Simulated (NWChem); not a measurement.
CH2ClFO2Si; SMILES F[Si@H](OC=O)Cl

```xyz
8

O      0.7958    -2.2123    -0.3933
C     -0.0672    -2.0629     0.4203
O     -0.7491    -0.9234     0.5917
Si    -0.4581     0.4242    -0.3844
F     -1.6396     1.4291     0.0300
Cl     1.3168     1.2783     0.1132
H     -0.4141    -2.8404     1.1309
H     -0.5582     0.1154    -1.8180
```
Atoms are numbered in this order, from 1.

STO-3G and 3-21G are far too small for this property and stand as cheap habits. The geometry was optimised at PBE0/def2-SVP.

Question: Give the principal values of the shielding tensors (ppm) of O1, C2, O3, Si4, F5 from Hartree-Fock/STO-3G, GIAO (NWChem), with their diamagnetic and paramagnetic parts as GIAO splits them.

Answer: 
| atom | σ11 | σ22 | σ33 | isotropic | diamagnetic | paramagnetic |
|---|---|---|---|---|---|---|
| O1 | -502.4 | -263.2 | 449.1 | -105.5 | 385.5 | -491.0 |
| C2 | -2.2 | 166.1 | 177.2 | 113.7 | 258.3 | -144.6 |
| O3 | 163.2 | 398.3 | 420.2 | 327.2 | 380.1 | -52.9 |
| Si4 | 535.1 | 583.4 | 609.8 | 576.1 | 865.0 | -288.9 |
| F5 | 418.0 | 603.9 | 663.9 | 562.0 | 455.8 | 106.1 |
